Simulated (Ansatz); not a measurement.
Geometry optimisation, Ansatz, UKS PBE-D4/cc-pVDZ.

The input (input.yaml):

```yaml
crystal:
  periodic: [false, false, false]
  atoms:
    - { symbol: Al, position_ang: [0.0, -3.0e-05, -0.082026] }
    - { symbol: F, position_ang: [0.0, -2.0e-06, 1.609432] }
    - { symbol: F, position_ang: [1.462435, 1.3e-05, -0.921731] }
    - { symbol: F, position_ang: [-1.462435, 1.3e-05, -0.921731] }
    - { symbol: F, position_ang: [0.0, 6.0e-06, 3.946057] }
magnetization:
  spin_polarized: true
  initial_magnetization: 1
basis:
  gaussian: { orbitals: cc-pVDZ }
hamiltonian:
  xc: pbe
  dispersion: d4
relax:
  f_tol: 0.03
  max_steps: 50
```

Run as:

```bash
$ ansatz run input.yaml --threads 2 --pin off --max-ram 3072MiB --backend cpu --events-out ev --progress --plain --runs-dir out
```

**Question.** Where does it end, and by what steps?

**Answer.** It converged. The force dipped under the threshold on the way, but the program's further checks kept it going. After 26 steps the energy has fallen by 1.705 eV; F5 moved furthest, 2.08 Å. Joined: Al1–F5 (4.03 → 1.74 Å).

| step | energy less start (eV) | largest force component (eV/Å) | accepted |
| --- | --- | --- | --- |
| 0 | 0.0000 | 0.122 | yes |
| 1 | -0.0047 | 0.110 | yes |
| 2 | 0.0864 | 0.939 | no |
| 3 | -0.0107 | 0.021 | yes |
| 4 | -0.0108 | 0.077 | yes |
| 5 | -0.0176 | 0.363 | yes |
| 6 | -0.0212 | 0.481 | yes |
| 7 | -0.0328 | 0.796 | yes |
| 8 | 0.0648 | 2.466 | no |
| 9 | -0.0600 | 0.610 | yes |
| 10 | -0.0927 | 0.160 | yes |
| 11 | -0.1297 | 0.277 | yes |
| 12 | -0.2035 | 0.338 | yes |
| 13 | -0.3263 | 0.529 | yes |
| 14 | -0.5174 | 0.857 | yes |
| 15 | -0.8356 | 1.309 | yes |
| 16 | -1.2685 | 1.492 | yes |
| 17 | -1.5739 | 0.698 | yes |
| 18 | -1.6091 | 0.665 | yes |
| 19 | -1.6193 | 0.419 | yes |
| 20 | -1.6275 | 0.068 | yes |
| 21 | -1.6350 | 0.170 | yes |
| 22 | -1.6377 | 0.136 | yes |
| 23 | -1.6620 | 0.611 | yes |
| 24 | -1.7030 | 0.039 | yes |
| 25 | -1.6969 | 0.074 | no |
| 26 | -1.7052 | 0.010 | yes |

```xyz
5
Properties=species:S:1:pos:R:3
Al 0.000 -0.001 0.726
F 0.095 -1.645 1.300
F 1.398 0.245 -0.287
F -1.398 0.378 -0.244
F -0.095 1.022 2.135
```

Whether the end is a true minimum wasn't checked by a vibrational analysis.

Time of the run: 72 s on 2 threads of Intel(R) Xeon(R) Platinum 8375C CPU @ 2.90GHz (Ice Lake) (shared host), peak memory 0.21 GiB.
